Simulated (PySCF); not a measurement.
WN(OH)3 (singlet state).
Structure used (PBE0-D3(BJ)/def2-SVP), in Å, numbered top down from 1:
```xyz
8
H3NO3W angstrom
W     -0.0018   -0.0014   -0.0741
N      0.0362    0.0286    1.5892
O      1.7679    0.3940   -0.6201
H      2.4834    0.5707   -0.0001
O     -1.2548    1.3306   -0.5666
H     -1.7341    1.8676    0.0732
O     -0.5500   -1.7563   -0.5285
H     -0.7467   -2.4339    0.1269
```

Method used: TDDFT CAM-B3LYP/def2-SVPD, vertical, gas phase, core orbitals frozen in the response, def2 core potentials past Kr in PySCF. Spin–orbit coupling is left out.

Kohn–Sham orbitals with the atoms that hold most of them (Löwdin shares over 4%, at most four atoms):

| orbital | ε (eV) | atoms |
| --- | --- | --- |
| HOMO-3 | -11.26 | O7 30%, O3 30%, O5 30% |
| HOMO-2 | -10.09 | N2 51%, W1 32%, O3 8%, O7 6% |
| HOMO-1 | -10.09 | N2 51%, W1 32%, O5 9% |
| HOMO | -9.86 | N2 65%, W1 21%, O5 4%, O7 4% |
| LUMO | 0.01 | W1 60%, O3 13%, N2 9%, O5 8% |
| LUMO+1 | 0.01 | W1 60%, O7 12%, O5 10%, N2 9% |
| LUMO+2 | 0.17 | W1 53%, O3 10%, O7 10%, O5 10% |

Within 0.005 eV of a neighbour in this list lie HOMO-2/HOMO-1 and LUMO/LUMO+1 (point group found: C3v); within a degenerate set the shares of single atoms can hang on how the components are chosen.

**Question.** How does S1 compare with the orbital gap of 9.87 eV?

**Answer.** S1 is at 5.42 eV (f = 0.0000), 4.44 eV below the gap, made of HOMO-2/HOMO-1→LUMO/LUMO+1 (≥86%). Its leading pair isn't HOMO and LUMO; the energies of that pair differ by 10.10 eV. 

For S1 the Löwdin share of tungsten is 32% in HOMO-1 and 60% in LUMO+1.

Next come S2 at 5.57 eV (f 0.0001), HOMO→LUMO/LUMO+1 (≥95%); S3 at 5.57 eV (f 0.0001), HOMO→LUMO/LUMO+1 (≥95%); S4 at 5.73 eV (f 0.0019), HOMO-2/HOMO-1→LUMO/LUMO+1 (≥79%); S5 at 5.73 eV (f 0.0019), HOMO-2/HOMO-1→LUMO/LUMO+1 (≥79%).

Orbitals of the list HOMO-3 to LUMO+2 that lie within 0.01 eV of each other are written together with a slash and their weights summed (≥ marks a lower bound); for degenerate orbitals outside that list single weights are arbitrary.

Löwdin shares depend on the basis, the more so with diffuse functions.
